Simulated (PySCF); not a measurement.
Potential energy of SbF along the bond

Set-up: Sb def2-SVPD with ECP28, F def2-SVPD; scalar-relativistic core potentials (PySCF 2.14). Energies in eV from Sb + F in their ground configurations at the same level. State: ³Σ⁻ (triplet), unpaired electrons π ↑↑.

| R (Å) | UHF-MP2 | UHF-SCS-MP2 |
| --- | --- | --- |
| 1.697 | -2.708 | -2.574 |
| 1.776 | -3.441 | -3.309 |
| 1.855 | -3.842 | -3.712 |
| 1.914 | -3.986 | -3.857 |
| 1.973 | -4.032 | -3.905 |
| 2.032 | -4.003 | -3.878 |
| 2.111 | -3.881 | -3.759 |
| 2.210 | -3.639 | -3.520 |
| 2.328 | -3.275 | -3.161 |
| 2.486 | -2.730 | -2.615 |

Problem. Put a parabola through the three lowest points of the UHF-MP2 curve and estimate Re, k and ωe (reduced mass 16.42 u; 1 eV/Å² = 0.16022 mdyn/Å; ωe = 1302.8·√(k/μ) cm⁻¹).

Solution. Through R = 1.914, 1.973, 2.032 Å the second-order coefficient is 10.8 eV/Å², so Re ≈ 1.980 Å, k ≈ 3.45 mdyn/Å and ωe ≈ 597 cm⁻¹. A polynomial fit of higher order to the unrounded UHF-MP2 energies gives Re = 1.977 Å, k = 3.32 mdyn/Å, ωe = 586 cm⁻¹; anharmonicity and rounding make the difference.

The higher-order fit for each curve: UHF-MP2: Re = 1.977 Å, ωe = 586 cm⁻¹, De = 4.03 eV; UHF-SCS-MP2: Re = 1.978 Å, ωe = 583 cm⁻¹, De = 3.91 eV.

Correlated steps freeze 5 core orbitals. Correlated levels converge slowly with the basis: in double zeta they bind strong bonds too weakly, by up to about 1 eV, and carry superposition errors of some tenths. Spin–orbit coupling is left out, which matters for elements this heavy, above all for dissociation energies. The state is the lowest determinant that a PBE0 search found; another state may lie lower at other levels.
